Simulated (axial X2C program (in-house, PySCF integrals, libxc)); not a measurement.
TeCl⁻: from the spin-free to the two-component result

All values were computed with an in-house all-electron X2C program for linear molecules (integrals from PySCF). Spin-free means the one-electron spin-free X2C Hamiltonian; two-component (2c) means X2C with spin–orbit coupling and atomic mean-field two-electron Coulomb and Gaunt terms, so the difference of the two also holds small scalar two-electron terms. Basis: Te dyall-acv3z [12s13p9d5f1g], Cl dyall-av3z [9s8p3d2f] (cores contracted in-house); Gaussian nuclei, density fitting, unrestricted open shells. Masses: Te 129.906 u, Cl 34.969 u.

Spin-free state: M_S = 0, Λ = 0 (closed shell); fragments Te + Cl-.

```json
{"level": "PBE0", "Re (Å)": "2.438", "ωe (cm⁻¹)": "315.0", "De (eV)": "1.701", "μ (D)": "-1.35"}
{"level": "HF", "Re (Å)": "2.458", "ωe (cm⁻¹)": "308.1", "De (eV)": "0.566", "μ (D)": "-1.82"}
{"level": "MP2", "Re (Å)": "2.440", "ωe (cm⁻¹)": "322.6", "De (eV)": "1.540", "μ (D)": "n/a"}
{"level": "CCSD", "Re (Å)": "2.460", "ωe (cm⁻¹)": "308.7", "De (eV)": "1.507", "μ (D)": "n/a"}
{"level": "CCSD(T)", "Re (Å)": "2.465", "ωe (cm⁻¹)": "305.3", "De (eV)": "1.560", "μ (D)": "n/a"}
{"level": "PBE", "Re (Å)": "2.467", "ωe (cm⁻¹)": "296.9", "De (eV)": "1.830", "μ (D)": "-1.28"}
```

Correlated methods: 14 electrons correlated (number of frozen shells: Te 4 s, 3 p, 2 d; Cl 2 s, 1 p), 276 virtual spin orbitals or spinors in MP2, 90 natural virtuals in coupled cluster.

Dipoles are positive if Cl is the positive end and refer to the centre of mass.

Two-component determinant lowest at the distance of the search:

Ω = 0 (closed shell); fragments Te + Cl-.

```tsv
level	Re (Å)	ωe (cm⁻¹)	De (eV)	μ (D)
PBE0	2.457	296.2	1.505	-1.56
HF	2.480	286.5	n/a	-2.07
MP2	2.455	307.1	1.306	n/a
CCSD	2.479	290.9	1.269	n/a
CCSD(T)	2.483	287.5	1.319	n/a
PBE	2.489	276.7	1.641	-1.51
```

(1) From the two tables, how do the constants change at the CCSD(T) level (2c against spin-free)?

Occupations by symmetry block were frozen at the best pattern of an incomplete PBE0 search. Closed shells are restricted here (equal orbitals for both partners); the stretched side of such a curve lies too high. De is counted from the lowest determinant-based energies of the atoms at the same level, without counterpoise correction. De is not given where an atomic determinant may have missed its ground term or J level, or where the truncated virtual space spoils (T). Coupled cluster ran in a truncated set of natural virtual spinors; the MP2 energy of the rest was added. (T) has no such correction and the atoms are truncated less, which lowers De at CCSD(T) by a hundredth of an eV or more. The functionals have no current-density term, which raises determinants with orbital currents, atoms included. The highest occupied level of some functionals is positive through self-interaction error; at Hartree–Fock it is bound. With the outer-core shells frozen, correlated bond lengths of heavy atoms tend to come out a few hundredths of an ångström too long. Hartree–Fock gets electron affinities wrong, so its lowest charge split need not be the true one.

Answers

(1) At the CCSD(T) level Re rises by 0.018 Å and ωe falls by 17.8 cm⁻¹; De changes by -0.241 eV.
